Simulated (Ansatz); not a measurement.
Program: Ansatz. Geometries: PBE0-D4/def2-TZVP. ΔE: electronic, gas phase. CCSD(T)/CBS is the MP2 limit (def2-TZVPP, def2-QZVPP) plus CCSD(T) − MP2 in def2-TZVPP, frozen cores. This one scheme is used for every species. DFT in def2-TZVPP. HSE06 is defined as in plane-wave codes. One conformer a species, not always the lowest.

Consider the β-hydride elimination: `CC(C)[Si](Cl)(Cl)Cl` → `Cl[SiH](Cl)Cl` + `C=CC`.

`CC(C)[Si](Cl)(Cl)Cl`:

```xyz
14

C    -1.187    0.678    0.719
C    -0.359   -0.232   -0.185
C     0.231   -1.411    0.586
Si    0.964    0.723   -1.083
Cl    1.999   -0.490   -2.357
Cl    2.290    1.539    0.238
Cl    0.148    2.237   -2.183
H    -1.989    0.105    1.192
H    -0.573    1.105    1.516
H    -1.644    1.502    0.168
H    -1.002   -0.617   -0.987
H    -0.570   -1.986    1.059
H     0.792   -2.087   -0.061
H     0.901   -1.067    1.378
```

`Cl[SiH](Cl)Cl`:

```xyz
5

Cl    1.159   -0.215    1.610
Si   -0.053    0.098    0.012
Cl    1.060    0.128   -1.686
Cl   -1.423   -1.395   -0.102
H    -0.743    1.385    0.166
```

`C=CC`:

Z-matrix (Å, degrees):
```
C
C 1 1.490
H 1 1.095 2 111.0
H 1 1.095 2 111.0 3 118.3
H 1 1.092 2 111.5 3 -120.8
C 2 1.325 1 125.1 3 120.8
H 2 1.088 1 116.2 3 -59.2
H 6 1.084 2 121.6 1 -180.0
H 6 1.086 2 121.4 1 0.0
```

```
          level  ΔE (kJ/mol)  difference from CCSD(T)/CBS
      revPBE-D4        153.5                          5.5
        BLYP-D4        130.6                        -17.4
     r2SCAN0-D4        161.5                         13.5
       HSE06-D4        162.3                         14.3
         B2PLYP        129.5                        -18.5
           BLYP         92.4                        -55.6
         r2SCAN        147.9                         -0.1
        r2SCAN0        154.8                          6.8
          HSE06        146.1                         -1.9
          BHLYP        124.7                        -23.3
  CCSD/def2-SVP        148.7                          0.7
 MP2/def2-TZVPP        162.3                         14.3
CCSD/def2-TZVPP        142.5                         -5.5
 MP2/def2-QZVPP        162.3                         14.3
   HF/CBS(def2)         98.6                        -49.4
 CCSD/CBS(def2)        143.6                         -4.4
    CCSD(T)/CBS        148.0                            0
```

Largest T1 diagnostic among the species: 0.010.

From BLYP to BHLYP (50 % exact exchange), in def2-TZVPP and without D4, ΔE moves by +32.3 kJ/mol. Leaving LDA and LC-ωPBE aside and taking each functional with its dispersion term where it has one, the values spread over 33.6 kJ/mol, from B2PLYP to PBE0-D4. LDA lies +50.6 kJ/mol from PBE without D4.
